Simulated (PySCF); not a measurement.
## Magnetic susceptibility: SMILES C(/C(C=C)=N/CC)F, C$_{6}$H$_{10}$FN

Cartesian coordinates in Å; atom numbers follow the order of the lines, from 1:
```xyz
18

C    -1.3367    1.9467   -0.2405
C    -1.5732    0.6711   -0.5138
C    -0.7846   -0.4637   -0.0118
C    -1.6062   -1.6659    0.3945
F    -2.7535   -1.2918    1.0507
N     0.4679   -0.5942    0.0815
C     1.4186    0.3849   -0.3491
C     2.6054   -0.3322   -0.9876
H    -1.9670    2.7305   -0.6269
H    -0.5348    2.2561    0.4085
H    -2.4295    0.3941   -1.1163
H    -1.0322   -2.3134    1.0614
H    -1.9228   -2.2273   -0.4935
H     0.9964    1.1226   -1.0475
H     1.7643    0.9178    0.5438
H     2.2911   -0.8404   -1.8956
H     3.0028   -1.0713   -0.2985
H     3.3855    0.3825   -1.2357
```

Theory: PySCF, GIAO CAM-B3LYP/pcSseg-1 magnetisability, rotational g tensor and spin-rotation constants, non-relativistic, gas phase. Geometry: GFN2-xTB.

(1) What are the magnetisability and the molar susceptibility?

(2) Split it along the inertial axes a, b, c into diamagnetic and paramagnetic parts about the centre of mass, with the quadrupole moment.

(3) And the rotational g tensor?

Results:

(1) Isotropic -1100 × 10⁻³⁰ J/T², or -66.3 × 10⁻⁶ cm³/mol; principal values -1342, -1009, -950 × 10⁻³⁰ J/T², anisotropy 366 × 10⁻³⁰ J/T² (root of half the summed squared differences of the principal values). The susceptibility is in cgs units.

(2) 
```csv
axis,χ (10⁻⁶ cm³/mol),diamagnetic (10⁻⁶ cm³/mol),paramagnetic (10⁻⁶ cm³/mol),summed x² of all electrons (Å²),quadrupole Θ (D Å)
a,-66.3,-504.9,438.5,230.2,-6.47
b,-60.2,-1068.6,1008.4,97.3,+4.44
c,-72.2,-1389.7,1317.5,21.7,+2.03
```
Anisotropies 2χaa − χbb − χcc = -0.2 and 2χbb − χaa − χcc = +18.2 × 10⁻⁶ cm³/mol. Θ is traceless in Buckingham's convention.

(3) 
```csv
axis,rotational constant (GHz),g,nuclear part,electronic part
a,3.1113,-0.0249,0.6160,-0.6410
b,1.2344,-0.0172,0.5676,-0.5848
c,0.9337,-0.0071,0.5708,-0.5779
```
Asymmetric top; isotopes 12C, 19F, 1H, 14N; no vibrational averaging.
